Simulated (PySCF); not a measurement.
chlorosilylformaldehyde (CH3ClOSi), SMILES O=C[SiH2]Cl.

Coordinates come from a B3LYP-D3(BJ)/def2-SVP optimisation. The values are those of a single conformer.

Two levels are set side by side: TDDFT-PBE/def2-SVPD (PySCF) and TDDFT-ωB97X/def2-SVPD (PySCF). Vertical, same geometry. The lowest singlet is HOMO→LUMO 100 % with PBE and HOMO→LUMO 95 % with the other functional; states are paired by order. Differences are taken from unrounded values.

| quantity | TDDFT-ωB97X | TDDFT-PBE | TDDFT-PBE minus TDDFT-ωB97X |
|---|---|---|---|
| lowest singlet excitation (eV) | 3.25 | 3.08 | -0.17 |
| lowest triplet excitation (TDA) (eV) | 2.62 | 2.39 | -0.23 |
| first bright state (f over 0.05) (eV) | 7.47 | 6.61 | -0.87 |
| its oscillator strength | 0.05 | 0.12 | 0.06 |

A lower first singlet is the usual sign of a functional without exact exchange. Differences between two approximate levels are no errors against the true value.

Rough cost on one machine, each run with all the roots and properties that it gave: TDDFT-ωB97X against TDDFT-PBE about 9 times.
